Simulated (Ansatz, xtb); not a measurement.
# Relaxing a trial structure of C4H7AlO

The starting geometry of this gas-phase singlet was built from a drawn formula by distance geometry and a force field; its bonds are those of `C#C[CH2][AlH][CH2]O`.

```
atom    x (Å)    y (Å)    z (Å)
   C   2.8259  -1.3769  -2.3930
   C   2.5361  -0.8105  -1.3374
   C   2.1769  -0.1805  -0.0734
   C  -0.0295   1.9686  -1.6424
  Al   1.5702   1.6919  -0.4722
   O  -0.2650   3.3290  -1.7760
   H   3.0566  -1.8593  -3.3161
   H   3.0630  -0.1499   0.5534
   H   1.3498  -0.7209   0.4413
   H   2.3260   2.9329   0.1365
   H   0.1925   1.4862  -2.6453
   H  -0.9142   1.4595  -1.2024
   H  -1.0453   3.4273  -2.3614
```

Predict what becomes of its bonds when it is optimised with r2SCAN-D4/def2-SVP.

New bonds form, giving a structure given below by its coordinates. Distances that change by over a tenth: C3–Al5 (2.01 → 2.29 Å). Contacts that close: C1–Al5 (3.83 → 2.06 Å), C2–Al5 (2.82 → 2.10 Å).

The energy falls by 0.64 eV over 29 steps:

| step | E − E(last) (eV) |
| --- | --- |
| 1 | 0.641 |
| 4 | 0.509 |
| 7 | 0.426 |
| 10 | 0.282 |
| 13 | 0.105 |
| 17 | 0.027 |
| 20 | 0.010 |
| 23 | 0.002 |
| 26 | 0.000 |
| 29 | 0.000 |

Final geometry (Å):

```
atom    x (Å)    y (Å)    z (Å)
   C   2.6347  -0.6061  -2.1268
   C   2.3327  -0.6811  -0.8808
   C   1.8923  -0.0907   0.2675
   C   0.1527   1.7377  -2.0179
  Al   2.0216   1.2818  -1.5600
   O  -0.2999   2.5626  -0.9371
   H   3.0021  -1.2902  -2.8874
   H   2.6127   0.1993   1.0424
   H   0.8513  -0.2207   0.5889
   H   3.1976   2.3088  -1.2921
   H   0.0874   2.2675  -2.9934
   H  -0.4681   0.8214  -2.1305
   H  -1.1742   2.9073  -1.1612
```

From the same start GFN2-xTB ends elsewhere, differing in C1–Al5 (3.51 against 2.06 Å here), C2–Al5 (2.64 against 2.10 Å here), Al5–O6 (1.84 against 2.72 Å here).

No frequencies were run, so the end isn't proven a minimum. Run with Ansatz 0.2.0, 95 s on 2 threads of Arm Neoverse V2 (shared host).
